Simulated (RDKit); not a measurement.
RDKit input (UFF):

```python
from rdkit import Chem
from rdkit.Chem import AllChem, rdDetermineBonds

mol = Chem.MolFromXYZFile('mol.xyz')
rdDetermineBonds.DetermineBonds(mol, charge=1)
print('SMILES', Chem.MolToSmiles(Chem.RemoveHs(mol)))
ff = AllChem.UFFGetMoleculeForceField(mol)
e0 = ff.CalcEnergy()
flag = ff.Minimize(maxIts=5000, forceTol=1e-5)
print(f'energy {e0:.4f} -> {ff.CalcEnergy():.4f} kcal/mol, converged: {flag == 0}')
print(Chem.MolToXYZBlock(mol))
```
mol.xyz:
```
14

C     -0.67177200    -1.74697600    -0.02200700
Si     0.00539000    -0.04826900    -0.19694200
C     -1.03233000     1.32414800    -0.81849200
O      1.52705300     0.10114100    -0.70868300
O      0.14053500     0.43232700     1.62526200
H     -1.63350800    -1.74248300     0.49478600
H     -0.83894400    -2.16674000    -1.01749900
H      0.00804300    -2.42174400     0.50311800
H     -0.52513300     2.28660500    -0.72550300
H     -1.99148400     1.37301400    -0.30126300
H     -1.22894900     1.16691500    -1.88200700
H      2.16307600    -0.61539900    -0.79152200
H      0.33145300    -0.22505000     2.31338500
H      0.52390400     1.28987800     1.87406300
```

Output:

```
SMILES C[Si](C)(O)[OH2+]
energy 43.2164 -> -1.6957 kcal/mol, converged: True
14

C     -0.745071   -1.666042   -0.199168
Si     0.007955    0.025289    0.047027
C     -1.103380    1.311235   -0.725077
O      1.551197    0.083401   -0.704131
O      0.166889    0.344057    1.727251
H     -1.743905   -1.699200    0.282286
H     -0.850421   -1.869083   -1.284638
H     -0.087963   -2.433513    0.258824
H     -0.658921    2.317491   -0.582085
H     -2.101162    1.275324   -0.241606
H     -1.210061    1.104346   -1.809711
H      2.077339   -0.625641   -0.255672
H      0.792591   -0.348622    2.057990
H      0.682247    1.188324    1.775406
```

The dipole moment of an ion depends on the origin.

The geometry given is a B3LYP-D3(BJ)/def2-TZVP minimum.
